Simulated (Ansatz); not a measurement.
Reaction (substitution at a C–C bond): `O=C(O)c1ccc2ccccc2c1` + `CBO` → `CBOC(=O)O` + `c1ccc2ccccc2c1`

Gas-phase electronic energies from Ansatz, PBE0-D4/def2-TZVP geometries. CCSD(T)/CBS is the MP2 limit (def2-TZVPP, def2-QZVPP) plus CCSD(T) − MP2 in def2-TZVPP, frozen cores. DFT in def2-TZVPP. B3LYP here is the variant with VWN-RPA as its local correlation; programs differ in this. One conformer a species, not always the lowest.

```tsv
level	ΔE (kJ/mol)	difference from CCSD(T)/CBS
B3LYP-D4	30.4	-2.5
ωB97M-V	27.9	-5.0
PBE	30.6	-2.3
r2SCAN	28.0	-4.9
B3LYP	25.2	-7.7
CCSD(T)/def2-TZVPP	31.8	-1.1
HF/def2-QZVPP	6.6	-26.3
HF/CBS(def2)	6.6	-26.3
MP2/CBS(def2)	38.3	5.4
CCSD/CBS(def2)	28.7	-4.2
CCSD(T)/CBS	32.9	0
```

Largest T1 diagnostic among the species: 0.014.

In def2-TZVPP, CCSD(T) changes the Hartree–Fock value by +24.5 kJ/mol (the triples alone add +4.2 kJ/mol) and MP2 by +29.9 kJ/mol. From PBE to PBE0 (25 % exact exchange), in def2-TZVPP and without D4, ΔE moves by −4.2 kJ/mol. The D4 term adds +5.2 kJ/mol with B3LYP and +3.2 kJ/mol with PBE0; it sums over pairs of atoms, weighted by their polarisabilities, and B3LYP, whose exchange is more repulsive, gets the larger term.

CCSD(T)/CBS has its own doubt, a few kJ/mol and more with outer-core shells, so smaller differences from it don't rank the levels.
